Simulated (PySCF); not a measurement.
Correlation energy of Mo(2+) (molybdenum, charge +2)

[Kr] 4d3 5s1, high-spin 5F determinant (an excited configuration). Calculation: PySCF 2.14, in x2c-TZVPPall with one added diffuse shell each of s, p, d, f type (9s7p7d3f1g, 95 functions); the spin-free X2C one-electron Hamiltonian (Gaussian nucleus). Frozen: [Ar] 3d10; 12 electrons correlated.

```json
{"level": "CCSD", "correlation energy (mhartree)": "-301.95"}
{"level": "(T)", "correlation energy (mhartree)": "-6.79"}
{"level": "CCSD(T)", "correlation energy (mhartree)": "-308.74"}
```

Diagnostics: T1 = 0.0060, D1 = 0.0229, largest double amplitude 0.027.

Cost of the coupled-cluster step: roughly 29 core-seconds, for 12 correlated electrons.

This basis was not built for core-valence correlation, so the inner-shell part is incomplete.
